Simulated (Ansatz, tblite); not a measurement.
Forces on [OsH6]4- (OsH₆⁴⁻) at its r2SCAN-D4/def2-TZVPD geometry. The state is a singlet with charge -4.

In the def2 sets Os takes a core potential; there is no spin–orbit coupling. The xTB rows come from tblite. A multiply charged anion in the gas phase is held together partly by the finite basis. Removing one electron lowers the energy by 7.16 eV at PBE0-D4/def2-TZVPD, so it isn't bound. The restricted singlet is unstable towards broken spin symmetry at other levels; at r2SCANh-D4/def2-TZVPD this wasn't settled. At r2SCANh-D4/def2-TZVPD the highest occupied level of the charge -4 singlet lies above zero (up to 9.28 eV). The electron is either unbound and held by the finite basis, or the level is raised by self-interaction error. The geometry of the singlet was relaxed on an unsound state (restricted singlet, unstable towards broken spin symmetry). At PBE0-D4/def2-TZVPD a triplet of charge -4 lies 0.13 eV below the restricted singlet, each at its own geometry.

GFN1-xTB (tblite), largest force 5.16 eV/Å:

```xyz
7
positions Å, forces eV/Å
Os   -0.219   -0.310   -0.091    2.607    3.698    1.089
H    -0.655    0.867    0.904   -1.629    1.583    2.881
H     1.254   -0.019   -0.654    2.770    0.036   -2.404
H    -0.290   -0.404   -1.766   -2.252   -3.063   -3.482
H     1.043   -0.296    0.896    2.042   -0.843    2.956
H    -0.716   -1.021    1.346   -2.800   -4.109    1.372
H    -0.418    1.184   -0.634   -0.737    2.698   -2.411
```

r2SCANh-D4/def2-TZVPD (Ansatz), largest force 0.09 eV/Å:

```
Os 0.037 0.052 0.013
H 0.034 -0.044 -0.062
H -0.071 -0.005 0.048
H 0.015 0.018 0.053
H -0.056 0.011 -0.064
H 0.025 0.037 -0.035
H 0.014 -0.069 0.046
```
